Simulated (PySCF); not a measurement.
## Two-component Hartree-Fock for I (iodine, neutral)

Start: [Kr] 4d10 5s1 5p6; 5s1/2 filled at m_j = +1/2. Calculated with PySCF 2.14 in x2c-TZVPall-2c (8s9p5d2f, 74 functions): generalised Hartree-Fock with the X2C-1e Hamiltonian and a Gaussian nucleus; one run each with spin-orbit coupling (SO) switched off, then screened by Boettger's factors. This is a chosen level, not necessarily the ground level.

```tsv
spinor shell	electrons	ε, spin-free (eV)	ε, screened SO (eV)	weight of nominal j (screened SO)	rms radius, screened SO (bohr)
1s1/2	2	-33335.8	-33332.1	1.000	0.0311
2s1/2	2	-5251.6	-5250.6	1.000	0.127
2p1/2	2	-4706.7	-4914.5	1.000	0.109
2p3/2	4	-4706.7	-4613.1	1.000	0.115
3s1/2	2	-1104.0	-1103.7	1.000	0.334
3p1/2	2	-923.26	-963.47	1.000	0.327
3p3/2	4	-923.26	-904.98	1.000	0.338
3d3/2	4	-652.93	-659.98	1.000	0.311
3d5/2	6	-652.93	-647.92	1.000	0.314
4s1/2	2	-212.62	-212.53	1.000	0.788
4p1/2	2	-153.59	-161.47	1.000	0.826
4p3/2	4	-153.59	-149.96	1.000	0.853
4d3/2	4	-64.353	-65.426	0.993	0.986
4d5/2	6	-64.353	-63.548	0.996	0.996
5s1/2	1	-26.461	-26.441	1.000	2.10
5p1/2	2	-10.917	-12.647	0.681	2.53
5p3/2	4	-10.917	-10.082	0.841	2.69
```

| quantity | spin-free | screened SO |
| --- | --- | --- |
| E (hartree) | -7111.18729 | -7113.32300 |
| M_J | 1/2 | 1/2 |
| ⟨J²⟩ | 0.770 | 0.770 |
| ⟨L²⟩ | 0.000 | 0.031 |
| ⟨S²⟩ | 0.770 | 0.800 |

Each row is a mean over spinors that exchange with the open shell spreads, by up to 2.714 eV (5p3/2).

Rows whose weight is well below 1 are mixtures of j = l ± 1/2: exchange outweighs spin-orbit coupling there, and the label is only the starting occupation.

Breit and QED terms are absent; they matter most for the inner s and p1/2 levels.

Densities and radii are taken from the X2C orbitals without a picture-change correction, which distorts them close to the nucleus.

Without spin-orbit coupling the j labels of p, d and f shells carry no meaning; the spin-free column gives the mean over the occupied spinors of each nl shell.
